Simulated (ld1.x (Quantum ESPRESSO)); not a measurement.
# Logarithmic derivatives: Ca, TM

ld1.x (Quantum ESPRESSO) 7.5 input, shortened:

```
&input
   title='Ca', zed=20., rel=2, dft='PBE', iswitch=3,
   config='[Ar] 3d0 4s1.75 4p0.25', rel_dist='average'
 /
 &inputp
   pseudotype=2, tm=.true., lloc=2,
   nlcc=.true., new_core_ps=.true., rcore=0.80
 /
3
4S  1  0   1.75   0.00  3.70  3.70  0.0
4P  2  1   0.25   0.00  4.00  4.00  0.0
3D  3  2   0.00   0.00  1.55  1.55  0.0
 &test
   configts(1)='3d0 4s1.75 4p0.25'
 /
```

Open shells are filled in proportion to 2j + 1 (rel_dist='average').

The phase is arctan(r·u′/u) with u = r·R(r), unwrapped; energies in Ry, scanned from -2 to 5 Ry. A pole is an energy at which the radial function vanishes at the test radius. The pseudo phase is shifted by a multiple of π to meet the all-electron one at the reference energy, and phase errors are pseudo minus all-electron; the curves can meet again beyond the range given. Levels narrower than the energy grid can be missing from the lists of poles.

**Question.** For each channel, where are the poles, and over which energies does the pseudopotential scatter like the atom?

**Answer.**

```tsv
channel	radius (bohr)	reference energy (Ry)	poles, all-electron	poles, pseudo	unbroken range about the reference energy with phases within 0.05 rad	phase error 1 Ry above the reference energy (rad)
s	4.36	-0.29	0.17, 2.89	0.15, 1.25, 3.70	below 0.5	-0.190
p1/2	4.36	-0.11	0.62, 3.40	0.58, 2.54	below 1.0	-0.035
p3/2	4.36	-0.11	0.63, 3.42	0.58, 2.53	below 1.0	-0.036
d3/2	4.36	-0.16	-0.09, 1.47, 4.22	-0.09, 1.49, 4.33	below 2.4	+0.007
d5/2	4.36	-0.16	-0.09, 1.47, 4.22	-0.09, 1.49, 4.33	below 2.4	+0.005
```

Note: ghost states, extra bound levels that the all-electron valence spectrum of the same l lacks: s at -152.2 eV, p3/2 at -65.3 eV, p1/2 at -64.9 eV. A true bound ghost makes a file unfit for plane-wave use.

Phases in the p3/2 channel:

```json
{"E (Ry)": "-2.00", "all-electron": "1.402", "pseudo": "1.395"}
{"E (Ry)": "-1.52", "all-electron": "1.364", "pseudo": "1.363"}
{"E (Ry)": "-1.04", "all-electron": "1.306", "pseudo": "1.304"}
{"E (Ry)": "-0.56", "all-electron": "1.150", "pseudo": "1.148"}
{"E (Ry)": "-0.08", "all-electron": "-0.221", "pseudo": "-0.221"}
{"E (Ry)": "0.40", "all-electron": "-1.466", "pseudo": "-1.476"}
{"E (Ry)": "0.88", "all-electron": "-1.652", "pseudo": "-1.687"}
{"E (Ry)": "1.36", "all-electron": "-1.836", "pseudo": "-2.173"}
{"E (Ry)": "1.84", "all-electron": "-3.052", "pseudo": "-4.463"}
{"E (Ry)": "2.32", "all-electron": "-4.463", "pseudo": "-4.670"}
{"E (Ry)": "2.80", "all-electron": "-4.628", "pseudo": "-4.758"}
{"E (Ry)": "3.28", "all-electron": "-4.697", "pseudo": "-4.857"}
{"E (Ry)": "3.76", "all-electron": "-4.747", "pseudo": "-5.194"}
{"E (Ry)": "4.24", "all-electron": "-4.803", "pseudo": "-7.413"}
{"E (Ry)": "4.72", "all-electron": "-4.907", "pseudo": "-7.715"}
```
